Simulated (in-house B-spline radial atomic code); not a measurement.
## Zr²⁺: [Kr] 4d1 7s1 (an excited or competing configuration)

Level of theory: Dirac-Hartree-Fock, average of configuration, Fermi nucleus of rms radius 4.2694 fm; calculated with an all-electron radial atomic-structure program (B-spline basis).

Effective charges: Z_r = [3n² - l(l+1)]/(2<r>) from the radius, Z_e = n√(-2ε) from the energy, and Slater's rules. Values are occupation-weighted means over j. An effective charge above Z reflects the relativistic contraction of the inner shells.

```tsv
shell	electrons	ε (eV)	<r> (bohr)	Z_r	Z_e	Slater
1s	2	-18134	0.03705	40.48	36.51	39.70
2s	2	-2605.3	0.1619	37.06	27.68	35.85
2p	6	-2320.7	0.1416	35.31	26.12	35.85
3s	2	-478.65	0.4552	29.65	17.79	28.75
3p	6	-383.04	0.4593	27.22	15.92	28.75
3d	10	-225.52	0.451	23.28	12.21	18.85
4s	2	-91.8	1.211	19.81	10.39	12.25
4p	6	-63.962	1.347	17.07	8.67	12.25
4d	1	-30.464	1.848	11.36	5.99	4.00
7s	1	-5.9486	10.37	7.09	4.63	3.00
```

The least bound orbital is 7s1/2 at -5.949 eV, and it is also the most diffuse (<r> = 10.37 bohr).

Spin-orbit splittings of the orbital energies (j = l + 1/2 above j = l - 1/2 when positive): 2p 86.46 eV, 3p 14.32 eV, 3d 2.59 eV, 4p 1.949 eV, 4d 0.1451 eV.

For the 1s electron the small component carries 2.12 % of the norm, the zero-frequency Breit interaction raises the level by 33.1 eV, self-energy by 17.92 eV, and vacuum polarisation lowers it by 2 eV.
